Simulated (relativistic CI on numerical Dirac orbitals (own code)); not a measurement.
# Charge states of caesium

Computed by Dirac-Coulomb-Breit CI, separate exchange-only KLI orbitals for each configuration, a model potential for QED, valence Slater integrals scaled by 0.9 (own radial code, finite nucleus).

Each species is treated in one configuration, given outside its closed core. Radial values are for the open shell of highest l, unscaled and averaged over j; ζ includes the Breit term. Labels give the leading LS character, summed over repeated terms.

| Ion | Configuration | Its lowest level | LS weight (%) | g_J | g√(J(J+1)) | ζ (cm⁻¹) | F² (cm⁻¹) | F⁴ (cm⁻¹) |
| --- | --- | --- | --- | --- | --- | --- | --- | --- |
| Cs24+ | 3d10.4s2.4p | 2P°_1/2 | 100 | 0.663 | 0.57 | 103800 |  |  |
| Cs25+ | 3d10.4s2 | 1S_0 | 100 |  | 0.00 |  |  |  |
| Cs26+ | 3d10.4s | 2S_1/2 | 100 | 1.999 | 1.73 |  |  |  |
| Cs27+ | 3d10 | 1S_0 | 100 |  | 0.00 |  |  |  |
| Cs28+ | 3d9 | 2D_5/2 | 100 | 1.195 | 3.54 | 47930 |  |  |
| Cs29+ | 3d8 | 3F_4 | 93 | 1.228 | 5.49 | 49260 | 391500 | 251800 |
| Cs30+ | 3d7 | 4F_9/2 | 73 | 1.263 | 6.29 | 50630 | 396800 | 255400 |
| Cs31+ | 3d6 | 5D_4 | 57 | 1.353 | 6.05 | 52020 | 402200 | 259000 |
| Cs32+ | 3d5 | J = 5/2 (mixed) | 46 | 1.663 | 4.92 | 53450 | 407400 | 262600 |
| Cs33+ | 3d4 | 3P_0 | 52 |  | 0.00 | 54900 | 412700 | 266200 |
| Cs34+ | 3d3 | 4F_3/2 | 63 | 0.600 | 1.16 | 56400 | 418000 | 269800 |
| Cs35+ | 3d2 | 3F_2 | 81 | 0.733 | 1.80 | 57920 | 423200 | 273300 |
| Cs36+ | 3d | 2D_3/2 | 100 | 0.793 | 1.54 | 59480 |  |  |
| Cs37+ | 3s2.3p6 | 1S_0 | 100 |  | 0.00 |  |  |  |
| Cs38+ | 3s2.3p5 | 2P°_3/2 | 100 | 1.327 | 2.57 | 457300 |  |  |
| Cs39+ | 3s2.3p4 | 3P_2 | 72 | 1.351 | 3.31 | 464800 | 375200 |  |
| Cs40+ | 3s2.3p3 | J = 3/2 (mixed) | 45 | 1.390 | 2.69 | 472300 | 377500 |  |
| Cs41+ | 3s2.3p2 | 3P_0 | 73 |  | 0.00 | 479900 | 379900 |  |
| Cs42+ | 3s2.3p | 2P°_1/2 | 100 | 0.657 | 0.57 | 487600 |  |  |
| Cs43+ | 3s2 | 1S_0 | 100 |  | 0.00 |  |  |  |
| Cs44+ | 3s | 2S_1/2 | 100 | 1.993 | 1.73 |  |  |  |
| Cs45+ | 2s2.2p6 | 1S_0 | 100 |  | 0.00 |  |  |  |
| Cs46+ | 2s2.2p5 | 2P°_3/2 | 100 | 1.315 | 2.55 | 1.952e+06 |  |  |
| Cs47+ | 2s2.2p4 | 3P_2 | 70 | 1.331 | 3.26 | 1.989e+06 | 1.007e+06 |  |
